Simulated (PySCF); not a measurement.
All values below come from PBE-D3(BJ)/def2-TZVP // r2SCAN-D4/def2-TZVP (PySCF 2.14.0). All species are isolated molecules in the gas phase. One relaxed conformer stands for a flexible species; it need not be the lowest. Delta-SCF ions had no search for a lower state. 

Reference species (SMILES): `O/[SiH]=[SiH]\O` (H–O–Si–Si torsion 52°, Si–Si–O–H torsion -118°) (neutral, multiplicity 1).

```
Item                                      Result
--------------------------------------  --------
HOMO–LUMO gap                            2.30 eV
LUMO                                    -2.57 eV
vertical ionisation energy (Delta-SCF)   7.62 eV
HOMO                                    -4.87 eV
```

Changed species: `[SiH2]=[Si](O)O` (H–O–Si–Si torsion -19°, Si–Si–O–H torsion -165°).

**Question.** What does the change do to the HOMO–LUMO gap, LUMO, vertical ionisation energy (Delta-SCF) and HOMO?

**Answer.** the HOMO–LUMO gap goes up by 0.79 eV, to 3.09 eV; the LUMO increases by 0.37 eV, to -2.20 eV; the vertical ionisation energy (Delta-SCF) increases by 0.51 eV, to 8.13 eV; the HOMO falls by 0.42 eV, to -5.29 eV.
